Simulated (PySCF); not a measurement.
## Peak assignment

Numbering as in the mapped SMILES `[CH2:1]=[C:2]1[SiH2:3][C@H:4]1[C:5]([NH2:6])=[O:7]`. Hydrogens are named by the atom that carries them. Ha(Si3) is cis to C5 on the ring; Ha(C1) is cis to Si3; Ha(N6) is cis to the C=O or C=S heteroatom; Hb(Si3) is trans to C5 on the ring; Hb(C1) is trans to Si3; Hb(N6) is trans to the C=O or C=S heteroatom.

Calculated, not measured (PySCF 2.14.0 with density-fitted response routines): GIAO PBE0/pcSseg-1 shieldings, GFN2-xTB structure. One conformer, no relativistic terms, no solvent.

Chemical shifts δ = σref − σ; TMS for 13C (σ = 186.93 ppm), 1H (σ = 31.72 ppm), all at this level.

(1) Assign these signals to the numbered atoms. 13C{1H} NMR (computed): δ 173.2 (C), 149.1 (C), 137.0 (CH2), 23.5 (CH).

(2) Assign these signals to the numbered atoms. 1H NMR (500 MHz, computed): δ 6.92 (br s, 1H), 6.75 (br s, 1H), 4.71 (br, 1H), 3.96 (br, 1H), 3.49 (m, 1H), 3.45 (m, 1H), 2.40 (m, 1H).

Results:

(1) 
173.2 → C5, amide carbonyl carbon: it is a carbonyl in resonance with an O or N lone pair, the region of acids, esters and amides
149.1 → C2, fully substituted alkene carbon: as expected for a trigonal carbon in a double bond
137.0 → C1, terminal =CH2 carbon: the olefinic region
23.5 → C4, three-membered-ring carbon: carbons of three-membered rings are unusually shielded

(2) 
| δ (ppm) | atoms | environment | reason |
| --- | --- | --- | --- |
| 6.92 | Hb(C1) | hydrogen on a terminal =CH2 carbon | olefinic region |
| 6.75 | Ha(C1) | hydrogen on a terminal =CH2 carbon | – |
| 4.71 | Hb(N6) | hydrogen on an amide-type nitrogen | labile proton, position sensitive to the medium |
| 3.96 | Ha(N6) | hydrogen on an amide-type nitrogen | – |
| 3.49 | Hb(Si3) | hydrogen on a silicon bonded to 2 C, in a 3-membered ring | – |
| 3.45 | Ha(Si3) | hydrogen on a silicon bonded to 2 C, in a 3-membered ring | – |
| 2.40 | H(C4) | hydrogen on a three-membered-ring carbon | – |

Hb(Si3) and Ha(Si3) lie closer than the usual error of such a calculation, so a measured spectrum could show them in the other order.

OH/NH shifts are gas-phase values; hydrogen bonding in solution moves them, usually downfield. Rotation about the amide-type C–N bond is slow at room temperature, so the two groups on nitrogen are listed apart. Shifts are as computed. Against solution values, carbons near 30 ppm lie about +3 ppm off and those near 130 ppm about +5 ppm. Of 1309 compounds with measured shifts, 239 miss one by over three times the rms of a fit or turn the order of signals round; such compounds aren't used in these exercises. The C=O carbon of an acid or of an amide with N–H lies up to 10 ppm further downfield in solution, through hydrogen bonding that the calculation lacks. Multiplicities follow the n + 1 count of equivalent neighbours, as no J values were calculated; m marks all less simple cases, F and P coupling included.
